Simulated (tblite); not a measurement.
Record of a relaxation.

C3H9GaSi.
Atom-mapped SMILES: `[GaH2:1][CH2:2][C@@H:3]1[CH2:4][SiH2:5]1` (hydrogens: H6, H7 on Ga1; H8, H9 on C2; H10 on C3; H11, H12 on C4; H13, H14 on Si5)

Computed with GFN2-xTB (tblite), gas phase: L-BFGS steps from a force-field or distance-geometry start until the largest atomic force falls under 0.01 eV/Å. 6 of its 137 geometries are shown.

Step 0: E = -375.2475 eV, largest atomic force 2.125 eV/Å
```
atom  x, y, z in Å  |  force x, y, z in eV/Å
Ga1     2.352    0.505   -1.024   -1.514   1.119   0.542
C2      0.897   -0.795   -0.448    0.765  -0.581  -0.001
C3      0.005    0.029    0.442    1.057   0.384  -0.839
C4     -1.173   -0.738    0.991   -0.715  -0.892   1.791
Si5    -1.661    0.547   -0.232   -0.790   1.010  -1.213
H6      1.311    1.684   -1.531    0.464   0.432  -0.643
H7      2.739    1.219    0.378    0.782  -0.096  -0.009
H8      1.578   -1.460    0.124   -0.783  -0.453   0.133
H9      0.321   -1.330   -1.216    0.261  -0.121   0.412
H10     0.493    0.807    1.054   -0.001  -0.790   0.011
H11    -1.299   -1.778    0.658    0.409   0.414   0.547
H12    -1.357   -0.567    2.081    0.053  -0.474  -1.018
H13    -2.314    1.720    0.334    0.093  -0.048  -0.160
H14    -1.893    0.154   -1.635   -0.081   0.097   0.447
```

Step 27: E = -376.4430 eV, largest atomic force 0.170 eV/Å
```
atom  x, y, z in Å  |  force x, y, z in eV/Å
Ga1     2.077    0.845   -0.850   -0.110  -0.058  -0.069
C2      0.953   -0.775   -0.375   -0.026   0.059   0.033
C3     -0.081   -0.090    0.513   -0.037   0.094   0.023
C4     -1.325   -0.838    1.021    0.006   0.079  -0.150
Si5    -1.701    0.541   -0.215    0.008  -0.043   0.052
H6      1.667    1.923   -1.950    0.058  -0.062   0.047
H7      3.270    1.340    0.070    0.021   0.005  -0.048
H8      1.521   -1.531    0.184    0.018  -0.014   0.107
H9      0.455   -1.294   -1.200    0.015   0.028  -0.023
H10     0.378    0.529    1.287    0.066  -0.015   0.050
H11    -1.418   -1.876    0.737    0.030  -0.021  -0.024
H12    -1.558   -0.682    2.064    0.025  -0.078   0.085
H13    -2.217    1.816    0.246   -0.049  -0.002   0.025
H14    -2.023    0.090   -1.553   -0.027   0.029  -0.107
```

Step 54: E = -376.5059 eV, largest atomic force 0.073 eV/Å
```
atom  x, y, z in Å  |  force x, y, z in eV/Å
Ga1     2.167    0.824   -0.932   -0.001  -0.003  -0.020
C2      0.953   -0.631   -0.207   -0.004  -0.002   0.010
C3     -0.160   -0.018    0.626   -0.015   0.019  -0.005
C4     -1.372   -0.911    0.939   -0.015   0.031  -0.064
Si5    -1.772    0.572   -0.158   -0.020  -0.010   0.014
H6      1.816    1.707   -2.204   -0.011   0.024  -0.003
H7      3.553    1.275   -0.297   -0.002  -0.004  -0.002
H8      1.533   -1.336    0.410    0.014  -0.024   0.008
H9      0.511   -1.207   -1.031    0.018  -0.012   0.010
H10     0.217    0.534    1.487    0.010   0.002   0.021
H11    -1.334   -1.903    0.508   -0.007  -0.027  -0.008
H12    -1.693   -0.946    1.971    0.004   0.016   0.030
H13    -2.451    1.707    0.443    0.012  -0.014  -0.007
H14    -1.969    0.332   -1.578    0.018   0.003   0.017
```

Step 82: E = -376.5224 eV, largest atomic force 0.162 eV/Å
```
atom  x, y, z in Å  |  force x, y, z in eV/Å
Ga1     2.071    0.833   -0.999   -0.037  -0.011   0.003
C2      1.012   -0.627   -0.045    0.026  -0.105  -0.017
C3     -0.166   -0.049    0.718    0.008  -0.085   0.012
C4     -1.425   -0.923    0.858   -0.002   0.044  -0.109
Si5    -1.674    0.621   -0.201    0.015  -0.031   0.032
H6      1.411    1.890   -2.015    0.075  -0.076   0.122
H7      3.643    1.055   -0.785   -0.068   0.044  -0.068
H8      1.686   -1.182    0.633   -0.075   0.049  -0.072
H9      0.637   -1.353   -0.785    0.043   0.075   0.071
H10     0.141    0.429    1.645   -0.008   0.096   0.005
H11    -1.365   -1.885    0.369   -0.006  -0.092  -0.008
H12    -1.854   -1.015    1.847    0.042   0.062  -0.024
H13    -2.401    1.730    0.384   -0.033   0.062   0.041
H14    -1.715    0.476   -1.648    0.021  -0.030   0.013
```

Step 109: E = -376.5525 eV, largest atomic force 0.031 eV/Å
```
atom  x, y, z in Å  |  force x, y, z in eV/Å
Ga1     1.988    0.819   -0.970    0.006  -0.007   0.005
C2      1.058   -0.691    0.034   -0.009  -0.020  -0.001
C3     -0.137   -0.081    0.738    0.000   0.003  -0.017
C4     -1.436   -0.898    0.808   -0.007  -0.012   0.018
Si5    -1.565    0.643   -0.273   -0.022   0.003   0.010
H6      1.134    2.064   -1.465   -0.005   0.012   0.004
H7      3.539    0.989   -1.303    0.012  -0.017  -0.001
H8      1.731   -1.201    0.737   -0.013   0.021  -0.009
H9      0.707   -1.452   -0.675    0.028   0.007  -0.010
H10     0.131    0.412    1.671    0.005   0.003  -0.020
H11    -1.395   -1.877    0.348    0.011  -0.007   0.014
H12    -1.911   -0.938    1.779   -0.010  -0.007  -0.002
H13    -2.294    1.778    0.266   -0.014   0.014  -0.009
H14    -1.550    0.433   -1.717    0.015   0.008   0.019
```

Step 136: E = -376.5562 eV, largest atomic force 0.009 eV/Å
```
atom  x, y, z in Å  |  force x, y, z in eV/Å
Ga1     2.013    0.836   -0.950    0.002   0.004  -0.003
C2      1.047   -0.677    0.011   -0.002  -0.002   0.002
C3     -0.146   -0.067    0.719    0.000   0.006  -0.003
C4     -1.430   -0.905    0.830   -0.002  -0.006   0.006
Si5    -1.603    0.611   -0.281    0.000   0.002  -0.002
H6      1.232    2.180   -1.282    0.000  -0.001   0.001
H7      3.540    0.890   -1.414   -0.003  -0.002   0.002
H8      1.706   -1.206    0.713    0.001   0.000   0.002
H9      0.701   -1.422   -0.717   -0.001   0.000   0.000
H10     0.131    0.450    1.635    0.003   0.002   0.000
H11    -1.375   -1.896    0.399    0.000  -0.004  -0.007
H12    -1.893   -0.928    1.808    0.000   0.003   0.000
H13    -2.354    1.744    0.229    0.001  -0.001   0.001
H14    -1.569    0.387   -1.722    0.001  -0.001   0.003
```

Question: Summarise the path.

Answer: The energy falls by 126.27 kJ/mol from step 0 to step 136; nine tenths of that is first reached at step 23. It falls at every step. The largest force goes from 2.125 to 0.009 eV/Å. Among the bonds Ga1–H6 changes most, from 1.652 to 1.590 Å; the atoms move by 0.714 Å rms after alignment.

The cost below is that of the whole relaxation. The run took 0.69 s of wall time on Arm Neoverse V2, one thread, shared host with 192 logical CPUs at a one-minute load of 64.
